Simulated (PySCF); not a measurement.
**MH for M along group 15**

r²SCAN with double-zeta basis sets in PySCF, for the lowest determinant that a PBE0 search found; no spin–orbit coupling. De refers to high-spin ground-configuration atoms. A positive dipole means M(−)H(+).

```tsv
M	basis	state (unpaired electrons)	Re (Å)	ωe (cm⁻¹)	De (eV)	μ (D)
N	cc-pVDZ	triplet (π ↑↑)	1.053	3198	3.48	1.52
P	def2-SVP	triplet (π ↑↑)	1.436	2359	3.19	0.69
As	aug-cc-pVDZ-PP/aug-cc-pVDZ	triplet (π ↑↑)	1.536	2149	2.91	0.13
Sb	def2-SVP	triplet (π ↑↑)	1.725	1918	2.60	-0.10
Bi	cc-pVDZ-PP/cc-pVDZ	triplet (π ↑↑)	1.808	1789	2.37	-0.62
```

The shortest bond is that of NH (1.053 Å), the longest that of BiH (1.808 Å).

The rows differ in basis set, which adds steps of its own.

Relativity is treated differently too: N no relativity; P no relativity; As scalar-relativistic core potentials; Sb scalar-relativistic core potentials; Bi scalar-relativistic core potentials.

Down a group bonds as a rule get longer and wavenumbers fall, partly through the reduced mass; this series shows no clear exception.

These are scalar-relativistic numbers at best; spin–orbit coupling would shift them, the dissociation energy most. States were picked by a PBE0 search and need not be the measured ground states.
